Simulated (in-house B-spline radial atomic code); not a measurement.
**Removing one electron from the oxygen ion O⁶⁺**

Closed shell 1s2. Computed with an all-electron radial atomic-structure program (B-spline basis): Koopmans values of Dirac-Hartree-Fock plus a diagonal self-energy, in second order or with its direct term screened (direct RPA, with the hole-particle interaction, or full time-dependent Hartree-Fock), linearised in energy; no-pair Dirac-Coulomb Hamiltonian, finite nucleus. Shifts add to the Koopmans value (the ΔSCF shift is orbital relaxation alone); the final value takes TDHF screening with Breit and QED.

Command:
```bash
python run_mb.py task.json out
```
Settings (nuclear radius in fm, box in bohr, cutoff in hartree):
```
basis_form          2
Z                   8
core_configuration  1s2
rms_radius          2.6991
mass_number         16
speed_of_light      137.036
box_radius          9.762
lmax                7
intervals           64
virtual_cutoff      600.0
```

Time taken, with all properties: 1.2 s on 1 thread of Intel(R) Xeon(R) Platinum 8488C, with other jobs on the host.

Energies in eV:

```json
{"subshell": "1s1/2", "Koopmans": "739.83", "ΔSCF shift": "-1.518", "second order": "?", "direct RPA": "?", "hole-particle": "?", "TDHF": "?", "Breit + QED": "?", "final": "?"}
```

Task: What does the self-energy do to 1s1/2?

Result: It shifts the removal energy by -0.309 eV in second order, -0.157 with direct RPA, -0.357 with the hole-particle term and -0.391 with TDHF screening (quasi-particle weight 0.998); Breit and QED add -0.221 eV. The final value is 739.22 eV, against 739.327 eV (NIST, tabulated theory). Recoil and two-electron QED terms are left out.
